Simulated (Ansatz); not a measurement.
Spin states of BaSe2, each relaxed with PBE0-D4/def2-TZVP in Ansatz. Electronic energies in the gas phase.

In the def2 sets Ba takes a core potential; there is no spin–orbit coupling. HSE06 is defined as in plane-wave codes, on full-range PBE exchange. Correlated methods freeze 18 core orbitals; core or outer-core shells of Ba, Se are correlated, in sets that lack core-valence functions. In CCSD on the charge 0 quintet the largest single amplitude is 0.54, so its Hartree–Fock determinant may place the open shell otherwise than the density functionals do. The structure comes from a short search, and lower isomers may exist.

Singlet geometry (C2v within 0.1 Å):

```xyz
3

Ba   -0.1595   -1.5872   -0.6548
Se    1.2097    0.5497    0.6435
Se   -1.0502    1.0375    0.0113
```

Triplet geometry (C2v within 0.1 Å):

```xyz
3

Ba    1.0470    1.0259   -1.2509
Se   -0.0815   -1.4682    0.2120
Se   -0.9655    0.4423    1.0390
```

Quintet geometry (C2v within 0.1 Å):

```xyz
3

Ba    1.438   -1.150    0.597
Se    0.118    1.566   -0.408
Se   -1.556   -0.416   -0.189
```

⟨S²⟩: triplet 2.01 at PBE0-D4/def2-TZVP (pure 2.00), quintet 6.02 at PBE0-D4/def2-TZVP (pure 6.00).

Run but left out: HF/def2-TZVP, HF/def2-TZVPP, MP2/def2-TZVP, MP2/def2-TZVPP (quintet: a determinant that CCSD turns far, T1 0.063).

Only these spin states were relaxed.

**Question.** Estimate which spin state lies lowest at each of these levels, and by how much: PBE-D4/def2-TZVP; revPBE-D4/def2-TZVP; PBE0-D4/def2-TZVP; HSE06-D4/def2-TZVP; PBE-QIDH/def2-TZVP; RPA@PBE/def2-TZVP; CCSD/def2-TZVPP; CCSD(T)/def2-TZVPP.

**Answer.** 
| level | triplet − singlet (kcal/mol) | quintet − singlet (kcal/mol) | lowest of these | remarks |
| --- | --- | --- | --- | --- |
| PBE-D4/def2-TZVP | 27.1 | 79.6 | singlet | – |
| revPBE-D4/def2-TZVP | 26.8 | 78.3 | singlet | – |
| PBE0-D4/def2-TZVP | 27.5 | 85.3 | singlet | – |
| HSE06-D4/def2-TZVP | 27.6 | 85.0 | singlet | – |
| PBE-QIDH/def2-TZVP | 28.4 | 91.9 | singlet | – |
| RPA@PBE/def2-TZVP | 20.4 | 72.3 | singlet | – |
| CCSD/def2-TZVPP | 23.6 | 81.8 | singlet | large T1 (0.063) (quintet) |
| CCSD(T)/def2-TZVPP | 24.9 | 83.0 | singlet | large T1 (0.063) (quintet) |

Change of the quintet − singlet gap on mixing in exact exchange, in kcal/mol: PBE to PBE0 (25 % exact exchange) 5.6.
